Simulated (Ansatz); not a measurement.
Reaction (isomerisation): `C[SiH]1[SiH2]B1[SiH3]` → `[SiH3][Si]1([SiH3])BC1`

Isolated molecules relaxed with PBE0-D4/def2-TZVP in Ansatz; ΔE leaves out vibrations. CCSD(T)/CBS adds triple-zeta CCSD(T) − MP2 to the extrapolated MP2 energy (def2 sets, frozen cores). DFT in def2-TZVPP. B3LYP here is the variant with VWN-RPA as its local correlation; programs differ in this.

```tsv
level	ΔE (eV)
PBE-D4	0.25
r2SCAN-D4	0.23
B3LYP	0.17
MP2/CBS(def2)	0.34
```

Problem. What does CCSD(T)/CBS give? (Best estimate.)

Solution. Ansatz gave: +0.25 eV. The listed levels differ from it by 0.00, -0.02, -0.08, 0.09 eV.

Largest T1 diagnostic among the species: 0.015.

In def2-TZVPP, CCSD(T) changes the Hartree–Fock value by +0.27 eV (the triples alone add +0.05 eV) and MP2 by +0.37 eV. The D4 term adds +0.03 eV with B3LYP and +0.01 eV with PBE0; it sums over pairs of atoms, weighted by their polarisabilities, and B3LYP, whose exchange is more repulsive, gets the larger term.
